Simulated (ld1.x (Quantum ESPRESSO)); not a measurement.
u(r) = r·R(r): atom against pseudo-atom (F)

Columns: radius, all-electron u(r) and pseudo u(r) of the 2p shell (level -11.05 eV) of fluorine in the configuration [He] 2s2 2p5; PBEsol, scalar-relativistic, TM scheme, ld1.x (Quantum ESPRESSO) 7.5.

| r (bohr) | all-electron | pseudo |
| --- | --- | --- |
| 0.088 | 0.1127 | 0.0341 |
| 0.175 | 0.3146 | 0.1298 |
| 0.262 | 0.5096 | 0.2735 |
| 0.350 | 0.6680 | 0.4465 |
| 0.438 | 0.7819 | 0.6227 |
| 0.525 | 0.8541 | 0.7768 |
| 0.612 | 0.8926 | 0.8935 |
| 0.700 | 0.9050 | 0.9648 |
| 0.788 | 0.8978 | 0.9893 |
| 0.875 | 0.8769 | 0.9752 |
| 0.962 | 0.8467 | 0.9342 |
| 1.050 | 0.8102 | 0.8775 |
| 1.138 | 0.7701 | 0.8153 |
| 1.225 | 0.7287 | 0.7552 |
| 1.312 | 0.6868 | 0.6999 |
| 1.400 | 0.6448 | 0.6499 |
| 1.487 | 0.6042 | 0.6056 |
| 1.575 | 0.5646 | 0.5648 |
| 1.662 | 0.5271 | 0.5271 |
| 1.750 | 0.4909 | 0.4909 |
| 1.838 | 0.4567 | 0.4567 |
| 1.925 | 0.4248 | 0.4248 |
| 2.012 | 0.3949 | 0.3949 |
| 2.100 | 0.3664 | 0.3664 |
| 2.188 | 0.3398 | 0.3398 |
| 2.275 | 0.3153 | 0.3153 |

(1) How many radial nodes do the two functions have?

(2) At about which radius was the pseudo-wave matched?

(3) Is the pseudo-wave norm-conserving?

Results:

(1) The all-electron 2p function has n − l − 1 = 0; the pseudo-wave has 0.

(2) 1.75 bohr. The columns agree to 0.0005 from 1.57 bohr on; several derivatives are matched, so the curves merge somewhat inside the radius.

(3) Yes: the TM scheme keeps the norm inside the radius equal to the all-electron one, which fixes the energy derivative of the logarithmic derivative at the level.
